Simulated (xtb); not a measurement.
FH₃S₃Si, SMILES F[Si](S)(S)S. All values are semi-empirical tight-binding results from xtb (GFN2-xTB unless named), good for trends rather than for accurate numbers. The structure is a stationary point at GFN2-xTB. This is a generated structure with no PubChem entry under its InChIKey; it may be hypothetical. Other conformers were not sampled.

Optimised geometry:

Bonds (Å): F1–Si2 1.618, Si2–S3 2.137, Si2–S4 2.138, Si2–S5 2.138, S3–H6 1.324, S4–H7 1.325, S5–H8 1.325. Angles (°): F1–Si2–S3 106.7, F1–Si2–S4 106.7, F1–Si2–S5 106.9, S3–Si2–S4 112.2, S3–Si2–S5 112.0, S4–Si2–S5 111.9, Si2–S3–H6 95.4, Si2–S4–H7 95.3, Si2–S5–H8 95.4.
Charge 0, spin multiplicity 1.

Question: Estimate the properties. (The exact figures need the calculation; the answer reports its results.)

Answer: 
```
Item                                           Result
--------------------------------------  -------------
point group as xtb finds it                        C3
orbital gap                                   4.91 eV
zero-point energy                       18.4 kcal/mol
G − E(el) at 298.15 K (modified RRHO)   -3.5 kcal/mol
static polarisability (D4 model)           93.1 bohr³
solvation energy, GFN2-xTB/ALPB(water)  -1.4 kcal/mol
solvation energy, GFN2-xTB/ALPB(thf)    -8.4 kcal/mol
```

Question: Give the atomic charges and the Wiberg bond orders between heavy atoms. (An estimate is asked for; the answer gives what the named calculation found.)

Answer: charges (e) F1 -0.23, Si2 0.62, S3 -0.30, S4 -0.31, S5 -0.31, H6 0.18, H7 0.17, H8 0.18. Bond orders F1–Si2 1.10, Si2–S3 0.98, Si2–S4 0.98, Si2–S5 0.98.
